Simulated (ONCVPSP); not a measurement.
# Varying the ONCV potential for Bi (Z = 83)

Base potential:

ONCVPSP 4.0.1 input, shortened (lines: element, Z, core and valence counts, functional; n l f; lmax; l rc ep ncon nbas qcut; lloc lpopt rc5 dvloc0; l nproj debl; icmod fcfact rcfact), LDA (Perdew-Zunger), scalar-relativistic:

```
  Bi 83.00   11    4        3      upf
    1    0    2.00
    2    0    2.00
    2    1    6.00
    3    0    2.00
    3    1    6.00
    3    2   10.00
    4    0    2.00
    4    1    6.00
    4    2   10.00
    5    0    2.00
    5    1    6.00
    4    3   14.00
    5    2   10.00
    6    0    2.00
    6    1    3.00
    3
    0    1.70    0.00    5    8    3.60
    1    2.60    0.00    5    8    3.20
    2    1.10    0.00    4    8   10.30
    3    0.55    0.00    4    9   30.00
    4    5    0.40    0.00
    0    2    0.60
    1    3    1.90
    2    2    2.60
    3    2    3.70
    3    2.50    1.15
```

In the f channel the program set the typed energies aside and used -5.621, 0.250 Ha.

Cutoffs, loose and tight: the cutoffs (Ha) at which the residual kinetic energy of the hardest occupied pseudo-wave falls to 1 and 0.1 mHa per electron. They do not see the model core or the augmentation charge, which bear on the density cutoff. Test errors are all-electron minus pseudo excitation energies from the reference, over the configurations 4f14 5d10 6s2 6p2; 4f14 5d10 6s2 6p1; 4f14 5d10 6s2 6p0; 4f14 5d10 6s1 6p3. A dash means not determined; rows that change the core or the reference have their own tests.

A true bound ghost makes a file unfit for plane-wave use even where its test errors are small: the radial tests pick states by their node count and pass the ghost by.

```csv
change,outcome,"cutoff, loose","cutoff, tight",bound ghosts,GHOST(+) flags above zero,largest test error (meV)
base,"generated, projector energies reset by the program",405 Ha,440 Ha,"s, p, d",s,-22
p: rc 2.12,"generated, projector energies reset by the program",405 Ha,440 Ha,"s, p, d","s, p",-22
p: rc 2.34,"generated, projector energies reset by the program",405 Ha,440 Ha,"s, p, d","s, p",-21
p: rc 2.56,"generated, projector energies reset by the program",405 Ha,440 Ha,"s, p, d",s,-21
p: rc 2.74,"generated, projector energies reset by the program",405 Ha,440 Ha,"s, p, d",s,-25
p: rc 3.1,"generated, projector energies reset by the program",405 Ha,440 Ha,"s, p, d",s,-51
p: rc 3.54,"generated, projector energies reset by the program",405 Ha,440 Ha,"s, p, d",s,-112
p: rc 3.82,"generated, projector energies reset by the program",405 Ha,440 Ha,"s, p, d",s,-162
```

Question: What comes out with this change to the base: p: rc 3.32?

Answer: outcome: generated, projector energies reset by the program; cutoff, loose: 405 Ha; cutoff, tight: 440 Ha; bound ghosts: s, p, d; GHOST(+) flags above zero: s; largest test error (meV): -77.

Question: What comes out with this change to the base: p: rc 1.76?

Answer: outcome: generated, projector energies reset by the program; cutoff, loose: 405 Ha; cutoff, tight: 440 Ha; bound ghosts: s, p, d; GHOST(+) flags above zero: s, p; largest test error (meV): -13.

Reading the sweep of the p radius (base included, trends over the rows without a ghost): Bound ghosts are found at 1.76, 2.12, 2.34, 2.56, 2.6, 2.74, 3.1, 3.32, 3.54, 3.82 bohr. Every judged row has one, so this setting neither creates nor removes them.
